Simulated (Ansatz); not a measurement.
Cl2H4O2Si2, SMILES `O[Si@H](Cl)[Si@@H](O)Cl`, relaxed with RKS PBE0-D4/def2-TZVP in Ansatz 0.2.0 from a GFN2-xTB geometry. The force threshold is 0.005 eV/Å; the program also tests the step.

Total charge 0; spin multiplicity 1.

Start:

```xyz
10

O     2.134    0.218   -0.894
Si    0.703    0.803   -0.408
Cl    1.009    1.991    1.229
Si   -0.784   -0.846    0.201
O    -2.231   -0.202    0.563
Cl   -1.225   -2.073   -1.326
H     2.701   -0.354   -0.385
H     0.414    1.696   -1.524
H    -0.363   -1.704    1.319
H    -2.358    0.471    1.225
```

```json
{"step": "1", "energy (eV)": "-44949.3217", "largest force (eV/Å)": "0.737", "largest move (Å)": "0.000"}
{"step": "2", "energy (eV)": "-44949.4488", "largest force (eV/Å)": "0.397", "largest move (Å)": "0.144"}
{"step": "3", "energy (eV)": "-44949.4755", "largest force (eV/Å)": "0.260", "largest move (Å)": "0.066"}
{"step": "4", "energy (eV)": "-44949.4861", "largest force (eV/Å)": "0.298", "largest move (Å)": "0.115"}
{"step": "5", "energy (eV)": "-44949.4940", "largest force (eV/Å)": "0.065", "largest move (Å)": "0.029"}
{"step": "6", "energy (eV)": "-44949.4948", "largest force (eV/Å)": "0.041", "largest move (Å)": "0.012"}
{"step": "7", "energy (eV)": "-44949.4959", "largest force (eV/Å)": "0.046", "largest move (Å)": "0.024"}
{"step": "8", "energy (eV)": "-44949.4982", "largest force (eV/Å)": "0.091", "largest move (Å)": "0.079"}
{"step": "9 (rejected)", "energy (eV)": "-44949.4957", "largest force (eV/Å)": "0.398", "largest move (Å)": "0.192"}
{"step": "10", "energy (eV)": "-44949.5019", "largest force (eV/Å)": "0.248", "largest move (Å)": "0.095"}
{"step": "11", "energy (eV)": "-44949.5037", "largest force (eV/Å)": "0.249", "largest move (Å)": "0.088"}
{"step": "13", "energy (eV)": "-44949.5112", "largest force (eV/Å)": "0.217", "largest move (Å)": "0.088"}
{"step": "15", "energy (eV)": "-44949.5166", "largest force (eV/Å)": "0.361", "largest move (Å)": "0.089"}
{"step": "17", "energy (eV)": "-44949.5248", "largest force (eV/Å)": "0.217", "largest move (Å)": "0.074"}
{"step": "19", "energy (eV)": "-44949.5340", "largest force (eV/Å)": "0.377", "largest move (Å)": "0.038"}
{"step": "21", "energy (eV)": "-44949.5442", "largest force (eV/Å)": "0.134", "largest move (Å)": "0.070"}
{"step": "23", "energy (eV)": "-44949.5557", "largest force (eV/Å)": "0.262", "largest move (Å)": "0.149"}
{"step": "25 (rejected)", "energy (eV)": "-44949.5547", "largest force (eV/Å)": "0.966", "largest move (Å)": "0.150"}
{"step": "27", "energy (eV)": "-44949.5721", "largest force (eV/Å)": "0.209", "largest move (Å)": "0.096"}
{"step": "29", "energy (eV)": "-44949.5828", "largest force (eV/Å)": "0.187", "largest move (Å)": "0.081"}
{"step": "31", "energy (eV)": "-44949.5900", "largest force (eV/Å)": "0.061", "largest move (Å)": "0.081"}
{"step": "33", "energy (eV)": "-44949.5910", "largest force (eV/Å)": "0.051", "largest move (Å)": "0.030"}
{"step": "35 (rejected)", "energy (eV)": "-44949.5910", "largest force (eV/Å)": "0.080", "largest move (Å)": "0.014"}
{"step": "37", "energy (eV)": "-44949.5913", "largest force (eV/Å)": "0.010", "largest move (Å)": "0.006"}
{"step": "38", "energy (eV)": "-44949.5913", "largest force (eV/Å)": "0.002", "largest move (Å)": "0.003"}
```

End:

```xyz
10

O     2.285    0.386   -0.072
Si    0.782    0.616   -0.678
Cl   -0.037    2.383    0.043
Si   -0.811   -0.962    0.016
O    -1.308   -0.593    1.533
Cl   -2.351   -0.835   -1.348
H     2.391    0.289    0.876
H     0.958    0.763   -2.137
H    -0.369   -2.372    0.070
H    -1.540    0.325    1.696
```

Hardware: 2 threads of an AMD EPYC 7R13 on a shared host and a share of an NVIDIA H100 80 GB. Wall time 69 s, peak host memory 0.92 GiB.
